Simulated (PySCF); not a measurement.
# How methods differ on the ionisation energy of Tm

Tm [Xe] 4f13 6s2 (2F) → Tm⁺ [Xe] 4f13 6s1 (3F), as a difference of total energies. Computed with PySCF 2.14 in cc-pVDZ-X2C, with scalar relativity by spin-free X2C-1e. Correlated levels: valence: [Kr] 4d10 frozen; valence and next inner shell: [Ar] 3d10 frozen. The calculations carry no spin-orbit coupling.

```
                                method  ionisation energy (eV)
                                   UHF                   5.074
                                   LDA                   6.540
                                   PBE                   6.329
                                  PBE0                   6.137
                                r2SCAN                   6.056
                         MP2 (valence)                   6.074
                     SCS-MP2 (valence)                   6.073
    MP2 (valence and next inner shell)                   6.089
SCS-MP2 (valence and next inner shell)                   6.084
```

How much does correlation contribute at MP2 (valence and next inner shell)?

6.089 − (5.074) = 1.015 eV, measured against UHF.

Errors of the correlated levels include the incompleteness of this basis and the frozen core.

For comparison: 6.184 eV (measured; NIST Atomic Spectra Database, ionization energies).
